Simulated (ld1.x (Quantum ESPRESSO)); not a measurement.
**u(r) = r·R(r): atom against pseudo-atom (Fe (Z = 26))**

Columns: radius, all-electron u(r) and pseudo u(r) of the 4p shell (level -4.15 eV) of iron in the configuration [Ar] 3d6 4s1.5 4p0; PBEsol, scalar-relativistic, PAW scheme, ld1.x (Quantum ESPRESSO) 7.5.

```json
{"r (bohr)": "0.125", "all-electron": "0.1223", "pseudo": "0.0028"}
{"r (bohr)": "0.250", "all-electron": "0.0470", "pseudo": "0.0110"}
{"r (bohr)": "0.375", "all-electron": "-0.0937", "pseudo": "0.0244"}
{"r (bohr)": "0.500", "all-electron": "-0.1856", "pseudo": "0.0428"}
{"r (bohr)": "0.625", "all-electron": "-0.2111", "pseudo": "0.0656"}
{"r (bohr)": "0.750", "all-electron": "-0.1860", "pseudo": "0.0924"}
{"r (bohr)": "0.875", "all-electron": "-0.1302", "pseudo": "0.1224"}
{"r (bohr)": "1.000", "all-electron": "-0.0592", "pseudo": "0.1550"}
{"r (bohr)": "1.125", "all-electron": "0.0170", "pseudo": "0.1896"}
{"r (bohr)": "1.250", "all-electron": "0.0923", "pseudo": "0.2255"}
{"r (bohr)": "1.375", "all-electron": "0.1635", "pseudo": "0.2619"}
{"r (bohr)": "1.500", "all-electron": "0.2287", "pseudo": "0.2983"}
{"r (bohr)": "1.625", "all-electron": "0.2873", "pseudo": "0.3339"}
{"r (bohr)": "1.750", "all-electron": "0.3390", "pseudo": "0.3683"}
{"r (bohr)": "1.875", "all-electron": "0.3840", "pseudo": "0.4010"}
{"r (bohr)": "2.000", "all-electron": "0.4227", "pseudo": "0.4313"}
{"r (bohr)": "2.125", "all-electron": "0.4553", "pseudo": "0.4589"}
{"r (bohr)": "2.250", "all-electron": "0.4823", "pseudo": "0.4834"}
{"r (bohr)": "2.375", "all-electron": "0.5041", "pseudo": "0.5043"}
{"r (bohr)": "2.500", "all-electron": "0.5212", "pseudo": "0.5212"}
{"r (bohr)": "2.625", "all-electron": "0.5338", "pseudo": "0.5338"}
{"r (bohr)": "2.750", "all-electron": "0.5425", "pseudo": "0.5425"}
{"r (bohr)": "2.875", "all-electron": "0.5476", "pseudo": "0.5476"}
{"r (bohr)": "3.000", "all-electron": "0.5495", "pseudo": "0.5495"}
{"r (bohr)": "3.125", "all-electron": "0.5485", "pseudo": "0.5485"}
{"r (bohr)": "3.250", "all-electron": "0.5450", "pseudo": "0.5450"}
```

(1) How many radial nodes do the two functions have?

(2) At about which radius was the pseudo-wave matched?

(3) Where does each function peak?

(4) Is the pseudo-wave norm-conserving?

Answers

(1) The all-electron 4p function has n − l − 1 = 2; the pseudo-wave has 0, since the states of the same l below it are removed with the core.

(2) 2.50 bohr, where the columns begin to agree (steps of 0.12 bohr).

(3) Outermost all-electron maximum near 3.00 bohr, pseudo maximum near 3.00 bohr (to the table’s step).

(4) No, it belongs to a PAW set: the norm inside the radius is not constrained, and the difference is carried by the augmentation charge.
